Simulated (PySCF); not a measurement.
## Which determinant of CuN lies lowest?

Unrestricted PBE0; Cu def2-TZVPP, N def2-TZVPP; no relativity (PySCF 2.14). Outer shells of the fragments: Cu 3d10 4s1; N 2s2 2p3.

Followed along the bond (rough minima from three points):

| 2Ms+1 | unpaired | ⟨S²⟩ at the start | R at minimum (Å) | Te (eV) |
| --- | --- | --- | --- | --- |
| 3 | π ↑↑ | 2.06 | 1.82 | 0.00 |
| 1 | π ↑↓ | 1.01 | 1.79 | 0.53 |
| 3 | σ ↑, π ↑ | 2.03 | 1.74 | 1.50 |
| 5 | σ ↑↑, π ↑↑ | 6.01 | none in the scan | ≤ 1.60 |

Solutions found at the starting distance of 1.790 Å, counted from the lowest of them; the search is not exhaustive and high or unbound solutions are not listed, so other states can lie among these:

```csv
2Ms+1,unpaired,term,E (eV),⟨S²⟩,⟨Lz²⟩,μ (D)
3,π ↑↑,³Σ⁻,0.00,2.06,0.00,-3.68
1,π ↑↓,mixed,0.53,1.01,2.01,-3.94
3,"σ ↑, π ↑",³Π,1.51,2.03,1.01,-4.85
5,"σ ↑↑, π ↑↑",⁵Σ⁻,1.62,6.01,0.00,0.40
1,"σ ↓, π ↑",mixed,1.90,1.03,1.01,-4.85
1,none,mixed,1.99,0.00,2.00,-4.22
```

A term symbol is given only where ⟨S²⟩ and ⟨Lz²⟩ are close to those of a pure state; real π, δ and φ orbitals otherwise mix terms. A positive dipole means Cu(−)N(+).

The state is the lowest single determinant that the PBE0 search found; with open d or f shells the true ground state can be another one.
